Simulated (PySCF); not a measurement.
**How methods differ on the ionisation energy of Yb⁶⁰⁺**

Yb⁶⁰⁺ [Ne] → Yb⁶¹⁺ [He] 2s2 2p5 [2p1/2^2 2p3/2^3, M_J = 3/2], as a difference of total energies. All numbers are calculated (PySCF 2.14, the two-component X2C-1e Hamiltonian, in an uncontracted even-tempered set (17 s from 42 bohr⁻², ratio 2.4; 13 p from 55 bohr⁻², ratio 2.4; 5 d from 200 bohr⁻², ratio 2.6; 4 f from 290 bohr⁻², ratio 2.6)). Correlated levels: nothing frozen; the 30 highest virtual spinors dropped. "Screened" scales the spin-orbit matrix elements by Boettger's factors to mimic the two-electron term; Breit and QED terms are absent.

```csv
method,ionisation energy (eV)
GHF (spin-free),14115.4
GMP2 (spin-free),14117.0
GHF (screened spin-orbit),13798.0
GMP2 (screened spin-orbit),13799.6
```

For this ion Breit and QED terms and the two-electron picture change, all absent here, outweigh the correlation shift from GHF to GMP2.

The spin-free rows lack the spin-orbit shift.

For comparison: 13784 ± 10 eV (theoretical estimate listed by NIST; NIST Atomic Spectra Database, ionization energies).
